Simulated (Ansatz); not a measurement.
Molecule: C$_{7}$H$_{15}$ (charge 0, doublet). It need not be the lowest isomer of its formula. 
Geometry from a B3LYP-D3(BJ)/def2-TZVP (Ansatz, a quantum-chemistry and plane-wave program) optimisation:
```xyz
22

C      2.9331     0.5938     0.5896
C      1.5006     0.3023     0.8505
C      0.6721     0.1885    -0.4322
C     -0.8211    -0.1624    -0.2693
C     -1.5427     0.9005     0.5690
C     -0.9916    -1.5376     0.3887
C     -1.4497    -0.2020    -1.6685
H      3.3986     0.2918    -0.3395
H      3.5691     1.0001     1.3640
H      1.0843     1.0728     1.5074
H      1.4150    -0.6349     1.4224
H      1.1338    -0.5688    -1.0752
H      0.7465     1.1353    -0.9765
H     -2.6145     0.6939     0.6100
H     -1.4102     1.8958     0.1380
H     -1.1738     0.9260     1.5953
H     -0.4635    -2.3101    -0.1755
H     -0.6119    -1.5487     1.4114
H     -2.0473    -1.8153     0.4279
H     -1.3559     0.7652    -2.1677
H     -0.9624    -0.9518    -2.2960
H     -2.5120    -0.4498    -1.6127
```
Charge 0, spin multiplicity 2.

Total electronic energies in hartree. Correlated levels leave the core frozen unless marked. UHF or UKS for open shells. No spin-orbit coupling. No relativistic terms. Basis-set limits of correlation are two-point, X^-3; Hartree-Fock from the larger set. [CCSD(T)-MP2]/basis is that difference in the basis named.

```
level                                                     program  energy (Eh)
-------------------------------------------------  --------------  -----------
HF/6-31G                                                   Ansatz   -273.65713
HF/cc-pVTZ                                                 Ansatz   -273.86227
BHLYP-D3(BJ)/def2-TZVPD                            Ansatz + dftd3   -275.66336
LC-wPBE-D4/def2-TZVPD                              Ansatz + dftd4   -275.67483
B2GP-PLYP-D3(BJ)/def2-TZVPD                        Ansatz + dftd3            ?
B2PLYP/def2-TZVPD                                          Ansatz            ?
SCS-MP2/cc-pVTZ                                            Ansatz   -275.08246
CCSD/6-31G*                                                Ansatz   -274.75667
RI-MP2/CBS(cc-pVTZ,cc-pVQZ)+[CCSD(T)-MP2]/cc-pVTZ          Ansatz    -275.3493
```

### Question
Fill in the missing entries.

### Answer

- B2GP-PLYP-D3(BJ)/def2-TZVPD, energy (Eh): -275.49087
- B2PLYP/def2-TZVPD, energy (Eh): -275.53526
